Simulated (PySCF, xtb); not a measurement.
F2H5NSi2, SMILES F[SiH](F)N[SiH3].

xtb with GFN2-xTB at its own geometry gives an orbital gap of 5.56 eV and a dipole moment of 2.80 D.

Geometry optimised at TPSSh-D3(BJ)/def2-SVP. The structure was generated by enumeration, and PubChem lists no compound with its InChIKey, so it may never have been made. One conformer was computed; it need not be the lowest.

**Question.** What does CAM-B3LYP/def2-TZVP run with PySCF give? (Estimate from the structure and the level; the computed values follow.)

**Answer.** gap 10.61 eV (levels -9.73 and 0.88 eV), dipole 2.11 D.
